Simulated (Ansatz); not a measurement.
Reaction (SMILES): [Cl][GeH]([Cl])[Cl] [trichlorogermane] → [Cl][GeH]([Cl])[Cl] as doublet, charge -1 (an electron is taken up)
Geometries: B3LYP-D3(BJ)/def2-TZVP minima from Ansatz (a program for electronic structure). Frequencies are from Ansatz. A spin state is the lowest found, not a proven ground state.
Geometry of the first species:
```
Ge
H 1 1.5259
Cl 1 2.1442 2 110.42
Cl 1 2.1442 2 110.42 3 -120.00
Cl 1 2.1442 2 110.42 4 -120.00
```

Property: adiabatic electron affinity (0 K, with B3LYP-D3(BJ) harmonic zero-point energies), positive where the reaction releases energy, in eV. Valence correlation only, unless marked. Open shells are spin-unrestricted. Spin-orbit coupling is left out. Frozen are the shells of the preceding noble gas and the d and f shells that filled before the atom's block. Non-relativistic. Anions need diffuse functions: def2-D sets add few; the other sets have none. Basis-set limits of correlation are two-point, X^-3; Hartree-Fock from the larger set. [CCSD(T)-MP2]/basis is that difference in the basis named.

```
level                                                                 program  adiabatic electron affinity (eV)
-------------------------------------------------------------  --------------  --------------------------------
PBE0-D3(BJ)/def2-TZVPD                                         Ansatz + dftd3                               [?]
PBE0/def2-QZVPP                                                        Ansatz                              1.32
B2GP-PLYP-D3(BJ)/def2-TZVPD                                    Ansatz + dftd3                              1.22
SCS-MP2/6-31G                                                          Ansatz                              2.03
SCS-MP2/def2-SVPD                                                      Ansatz                              1.22
RI-MP2/CBS(def2-TZVPPD,def2-QZVPPD)+[CCSD(T)-MP2]/def2-TZVPPD          Ansatz                               [?]
```

Question: Complete the blanks.

Answer: 
- PBE0-D3(BJ)/def2-TZVPD, adiabatic electron affinity (eV): 1.33
- RI-MP2/CBS(def2-TZVPPD,def2-QZVPPD)+[CCSD(T)-MP2]/def2-TZVPPD, adiabatic electron affinity (eV): 1.13
